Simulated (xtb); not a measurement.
GeHI3, SMILES [I][GeH]([I])[I]. All values are semi-empirical tight-binding results from xtb (GFN2-xTB unless named), good for trends rather than for accurate numbers. The structure is a stationary point at GFN2-xTB.

For metal compounds this method's bond lengths and energies can be far off.

Computed properties:
point group as xtb finds it: C3v
orbital gap: 3.83 eV
zero-point energy: 5.7 kcal/mol
G − E(el) at 298.15 K (modified RRHO): -17.1 kcal/mol
